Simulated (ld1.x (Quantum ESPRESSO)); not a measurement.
Values are calculated unless marked as measured or tabulated.
Pseudopotentials across the periodic table

Generated with ld1.x 7.5 (TM, RRKJ, ultrasoft, PAW), atompaw 4.2 or ONCVPSP 4.0.1. The cutoff is in Ry: for ld1.x and atompaw files where the sum of valence levels is converged to 10 mRy in a Bessel basis, for ONCV files where the hardest occupied wave has 1 mHa per electron of residual kinetic energy. The error is the largest all-electron minus pseudo excitation energy over each file’s own four to seven test configurations (ionisations up to +4, promotions, holes and added fractions of an electron), all of which were solved. The labels leave out finer settings (local radius, basis sizes, second energies), which also bear on the numbers. Spin-polarised tests are not counted. The rows are a selection from randomly drawn settings: files with unsolved tests, undetermined cutoffs or missed reference levels are left out.

A true bound ghost makes a file unfit for plane-wave use even where its test errors are small: the radial tests pick states by their node count and pass the ghost by.

```csv
element,potential,cutoff (Ry),largest error (meV),bound ghosts
B,"RRKJ, LDA (PZ), scalar-relativistic, rc 1.10/2.00 (sp), local s, core correction yes, reference 2s2 2p0.5",25,+54,none
Ge,"RRKJ, LDA (PZ), non-relativistic, rc 1.85/2.10/1.10 (spd), local s, core correction yes, reference 3d10 4s2 4p2",200,-746,none
As,"TM, PBE, scalar-relativistic, rc 1.60/2.00/1.60 (spd), local d, core correction yes, reference 4s2 4p1.5",21,-262,"s, p"
Rb,"TM, PBE, scalar-relativistic, rc 4.20/3.60/4.20 (spd), local smoothed, core correction yes, reference 4d0 5s0 5p1",6,-5.9,none
Cd,"TM, PBEsol, scalar-relativistic, rc 1.60/1.05/1.35 (spd), local s, core correction yes, reference 4p6 4d10 5s0 5p0",160,-1265,none
Tl,"TM, LDA (PZ), scalar-relativistic, rc 1.65/2.75/2.10 (spd), local s, core correction no, reference 6s2 6p1",40,+136,none
```

Fill in the row for Ti: TM, BLYP, non-relativistic, rc 2.35/1.00/1.15 (spd), local s, core correction yes, reference 3p6 3d2.5 4s1.5 4p0.

cutoff 120 Ry, largest error -873 meV, bound ghosts: none.

Fill in the row for Tc: TM semilocal, PBE, scalar-relativistic, rc 2.20/3.85/2.30 (spd), local s, core correction no, reference 4d5 5s1 5p1.

cutoff 35 Ry, largest error +102 meV, bound ghosts: none.

Fill in the row for Ne: RRKJ, PBE, scalar-relativistic, rc 0.70/1.20 (sp), local smoothed, core correction yes, reference 2s2 2p5.

cutoff 200 Ry, largest error +1547 meV, bound ghosts: none.
